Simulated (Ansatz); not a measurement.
Two isomers of GeH8N2Si: A = `N[SiH2][GeH2][NH2]`, B = `N[SiH](N)[GeH3]`.

Calculated with Ansatz (gas phase, PBE0-D4/def2-TZVP geometries, no zero-point term in ΔE). CCSD(T)/CBS adds triple-zeta CCSD(T) − MP2 to the extrapolated MP2 energy (def2 sets, frozen cores). DFT in def2-TZVPP. B3LYP here is the variant with VWN-RPA as its local correlation; programs differ in this. For Ge outer-core shells are correlated without core-valence functions, which leaves a few kJ/mol of doubt a bond. Scalar relativity is left out up to krypton. One conformer a species, not always the lowest.

A:

```xyz
12

N     1.0493   -1.7241    0.1349
Si   -0.5464   -1.1262    0.4261
Ge   -0.7016    1.0021   -0.6522
N     0.5171    2.2408   -0.0025
H     1.4056   -2.4730    0.7084
H     1.3647   -1.8327   -0.8165
H    -1.6621   -2.0230   -0.0146
H    -0.6804   -0.9675    1.9007
H    -2.0952    1.6367   -0.4824
H    -0.4015    0.8553   -2.1596
H     1.4597    1.8715    0.0199
H     0.2909    2.5401    0.9377
```

B:

```xyz
12

N    -0.2103   -0.3797   -1.7519
Si   -0.5384   -0.3663   -0.0710
N     0.0310   -1.8449    0.5848
Ge    0.4999    1.6281    0.7432
H    -0.1175    0.4769   -2.2713
H    -0.5304   -1.1393   -2.3319
H    -1.9758   -0.3436    0.3379
H    -0.4188   -2.2423    1.3927
H     1.0055   -2.0945    0.5372
H     0.1571    2.8691   -0.1087
H     2.0368    1.5002    0.7510
H     0.0608    1.9362    2.1879
```

Question: Which isomer does CCSD(T)/CBS put lower? Give the gap. (An estimate is asked.)

Answer: Computed: B, by 70.1 kJ/mol.

Question: Give E(B) − E(A) in kJ/mol with B3LYP, PBE0-D4, PBE-D4, r2SCAN-D4, B2PLYP, CCSD(T)/def2-TZVPP, MP2/def2-TZVPP. (An estimate is asked.)

Answer: Ansatz gave: B3LYP -68.7, PBE0-D4 -69.4, PBE-D4 -66.9, r2SCAN-D4 -72.0, B2PLYP -68.2, CCSD(T)/def2-TZVPP -65.9, MP2/def2-TZVPP -67.2. None reverses the order clearly.

Largest T1 diagnostic: 0.011.
